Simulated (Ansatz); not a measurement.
Start from `C[Se][SnH3]` and change one atom or group to get `[SeH][SnH3]`.

Ansatz, PBE0-D4/def2-TZVP geometries, multiplicity 1. 

Elements past krypton have def2 core potentials. Scalar relativity is left out up to krypton.

```json
{"property": "ideal-gas entropy at 298 K and 1 bar (rigid rotor, harmonic PBE0-D4/def2-TZVP) / J/(mol·K)", "`C[Se][SnH3]`": "356"}
{"property": "HOMO energy (PBE0/def2-TZVPP) / eV", "`C[Se][SnH3]`": "-6.46"}
{"property": "HOMO energy (B3LYP/def2-TZVPP) / eV", "`C[Se][SnH3]`": "-6.24"}
{"property": "zero-point energy (PBE0-D4/def2-TZVP) / kJ/mol", "`C[Se][SnH3]`": "152.5"}
{"property": "HOMO–LUMO gap (PBE/def2-TZVPP) / eV", "`C[Se][SnH3]`": "3.90"}
{"property": "HOMO energy (ωB97M-V/def2-TZVPP) / eV", "`C[Se][SnH3]`": "-8.61"}
```

**Question.** Give the same properties after the change, and the shifts. (Best estimate.)

**Answer.** Computed: 
```
                                                                                  property  `[SeH][SnH3]`  shift
ideal-gas entropy at 298 K and 1 bar (rigid rotor, harmonic PBE0-D4/def2-TZVP) / J/(mol·K)            315    -41
                                                        HOMO energy (PBE0/def2-TZVPP) / eV          -6.93  -0.47
                                                       HOMO energy (B3LYP/def2-TZVPP) / eV          -6.69  -0.45
                                            zero-point energy (PBE0-D4/def2-TZVP) / kJ/mol           73.5  -79.0
                                                       HOMO–LUMO gap (PBE/def2-TZVPP) / eV           4.19   0.29
                                                     HOMO energy (ωB97M-V/def2-TZVPP) / eV          -9.08  -0.47
```

With PBE0 the HOMO falls by 0.47 eV and the LUMO falls by 0.16 eV, so the gap widens by about 0.31 eV. PBE moves the HOMO by -0.46 eV and ωB97M-V by -0.47 eV. The zero-point energy changes by -79.0 kJ/mol with -9 modes. Modes under 60 cm⁻¹, often nearly free rotors, make the harmonic entropy too high.

B3LYP here is the variant with VWN-RPA as its local correlation; programs differ in this.

Spin–orbit coupling is left out; it splits and shifts lone-pair levels of the heavy atoms by tenths of an eV.
